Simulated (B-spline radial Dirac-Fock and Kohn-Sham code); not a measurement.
**Form factor and incoherent scattering function of Co⁴⁺**

System: the Co⁴⁺ ion in the configuration [Ar] 3d5, inside a Watson sphere of charge -4 and radius 2.4 Å (a model of the Madelung potential; inside it an electron's potential energy is raised by 24.0 eV).

Level of theory: Dirac-Fock orbitals of the configuration average with a finite nucleus; an atomic code on a B-spline grid. f₀ is the Fourier transform of the spherical electron density, S the Waller-Hartree incoherent function, and s = sin θ/λ.

```tsv
s (Å⁻¹)	f₀	S
0	23.000	0.000
0.05	22.800	0.206
0.1	22.219	0.794
0.15	21.310	1.681
0.2	20.149	2.761
0.25	18.823	3.932
0.3	17.417	5.116
0.35	16.006	6.263
0.4	14.650	7.344
0.45	13.388	8.350
0.5	12.247	9.279
0.6	10.360	10.912
0.7	8.970	12.273
0.8	7.979	13.396
0.9	7.271	14.322
1	6.745	15.095
1.1	6.323	15.754
1.2	5.956	16.332
1.4	5.280	17.319
1.6	4.626	18.147
1.8	4.002	18.843
2	3.437	19.421
2.5	2.373	20.445
3	1.766	21.065
3.5	1.442	21.474
4	1.258	21.777
5	1.033	22.217
6	0.853	22.512
```

f₀ starts at the number of electrons, 23, and has fallen to half at s ≈ 0.54 Å⁻¹. The sum of ⟨r²⟩ over the electrons is 10.93 bohr².

Values without a named source are computed, but for edge energies of neutral atoms, which are taken from tables.
